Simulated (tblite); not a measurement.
Species: C₄H₁₁NSi.
Cartesian coordinates in Å at the GFN2-xTB level; atoms count from 1:
```xyz
17
C4H11NSi angstrom
C      2.2113   -0.1398    0.0526
N      0.7963    0.0491   -0.0822
C     -0.0115   -1.1502   -0.0100
C     -1.4211   -0.7657   -0.4490
C     -1.7491    0.5913    0.1715
Si    -0.0825    1.5022    0.1531
H      2.5836   -0.8137   -0.7262
H      2.7105    0.8210   -0.0474
H      2.4749   -0.5712    1.0267
H     -0.0204   -1.5561    1.0131
H      0.4121   -1.9190   -0.6674
H     -1.4317   -0.6714   -1.5364
H     -2.1413   -1.5355   -0.1657
H     -2.5445    1.0903   -0.3761
H     -2.1016    0.4601    1.1945
H      0.1703    2.2107    1.4172
H      0.1376    2.4099   -0.9782
```

Method: GFN2-xTB as coded in tblite; computed harmonic values from a numerical Hessian at the method's own geometry, unscaled. Against measured fundamentals such values can be off by several per cent, at times by over 20. Modes of hydrogen on silicon can be 10 to 20 % off. One conformer, not necessarily the lowest.

Harmonic wavenumbers (cm⁻¹): 99.3, 131.5, 189.3, 237.2, 303.7, 393.0, 477.3, 522.9, 543.1, 665.1, 703.5, 735.8, 800.0, 824.5, 885.3, 961.7, 995.8, 1038.1, 1096.6, 1106.0, 1139.8, 1157.8, 1212.1, 1228.4, 1264.8, 1281.3, 1329.0, 1352.5, 1420.3, 1484.0, 1485.3, 1498.0, 1504.9, 1511.3, 2180.8, 2230.7, 2840.5, 2883.9, 2913.1, 2933.4, 2966.3, 2982.5, 2989.7, 3022.8, 3031.9.

A = 4210, B = 2824, C = 1830 MHz; mass 101.066 u (most abundant isotopes); point group C1, symmetry number 1.

Zero-point energy?

½Σν̃ = 31277 cm⁻¹ = 374.16 kJ/mol.

What is S at 400 K and 1 bar for an ideal gas of classical rigid rotors and harmonic oscillators?

Translation 172.53, rotation 117.02, vibration 103.58: S = 393.1 J/(mol K).

And Cp and H(400 K) − H(0)?

Cp = 164.00 J/(mol K), of which vibrations give 130.74 (their classical limit is 45 R = 374.2); H(400 K) − H(0) = 37.12 kJ/mol without the zero-point energy, 23.82 from vibrations.

What must be added to the electronic energy to get the Gibbs energy at 400 K and 1 bar?

ZPE + [H(400 K) − H(0)] − T·S = 374.16 + 37.12 − 157.25 = 254.03 kJ/mol.

Which modes carry the vibrational entropy at 400 K?

99.3 cm⁻¹: 16.92; 131.5 cm⁻¹: 14.62; 189.3 cm⁻¹: 11.67; 237.2 cm⁻¹: 9.88; 303.7 cm⁻¹: 7.98; 393.0 cm⁻¹: 6.10 J/(mol K); the other 39 give 36.41 together.

How do the functions run with temperature in this model?

```json
{"T (K)": "150", "S (J/(mol K))": "284.6", "Cp (J/(mol K))": "74.0", "H − H(0) (kJ/mol)": "7.62", "G − H(0) (kJ/mol)": "-35.06", "ln q(vib)": "1.21"}
{"T (K)": "250", "S (J/(mol K))": "330.1", "Cp (J/(mol K))": "108.1", "H − H(0) (kJ/mol)": "16.68", "G − H(0) (kJ/mol)": "-65.85", "ln q(vib)": "2.73"}
{"T (K)": "298.15", "S (J/(mol K))": "350.7", "Cp (J/(mol K))": "126.2", "H − H(0) (kJ/mol)": "22.32", "G − H(0) (kJ/mol)": "-82.24", "ln q(vib)": "3.53"}
{"T (K)": "600", "S (J/(mol K))": "471.8", "Cp (J/(mol K))": "224.8", "H − H(0) (kJ/mol)": "76.34", "G − H(0) (kJ/mol)": "-206.74", "ln q(vib)": "9.00"}
{"T (K)": "900", "S (J/(mol K))": "575.3", "Cp (J/(mol K))": "285.0", "H − H(0) (kJ/mol)": "153.55", "G − H(0) (kJ/mol)": "-364.25", "ln q(vib)": "14.61"}
```

q(vib) and H(0) count from the zero-point level.

Blend soft modes into free rotors: weight 1/[1 + (100 cm⁻¹/ν̃)⁴] for the oscillator and the rest for a rotor with moment μB/(μ + B), μ = h/(8π²ν), B = 10⁻⁴⁴ kg m². What vibrational entropy results?

100.97 J/(mol K) in place of 103.58, which changes −T·S at 400 K by +1.04 kJ/mol.

Hindered rotation and anharmonicity are outside this model. Other conformers, if any are populated, would add a mixing term that is left out. The structure is chiral; the term R ln 2 for an equal mix with its mirror image is left out.
